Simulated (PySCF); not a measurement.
Radial density of Os⁴⁸⁺ (osmium, charge +48)

UHF, [Ar] 3d10, closed-shell 1S. Computed with PySCF 2.14 in an even-tempered Gaussian basis (16 s from 11 bohr⁻², ratio 2.5; 11 p from 14 bohr⁻², ratio 2.5; 8 d from 14 bohr⁻², ratio 2.5; 4 f from 60 bohr⁻², ratio 2.7; 3 g from 90 bohr⁻², ratio 2.7), with the non-relativistic Hamiltonian (point nucleus).

```csv
r (bohr),4πr²ρ (e/bohr)
0.000400,0.5935
0.000673,1.611
0.00113,4.251
0.00191,10.69
0.00320,24.84
0.00539,50.51
0.00907,82.53
0.0153,97.07
0.0257,87.72
0.0431,112.6
0.0726,126.3
0.122,102.5
0.205,91.80
0.345,10.00
0.581,0.05524
```

A non-relativistic calculation at this Z misses sizeable relativistic shifts. Spin-orbit coupling, which splits the p, d and f shells strongly at this Z, is absent.
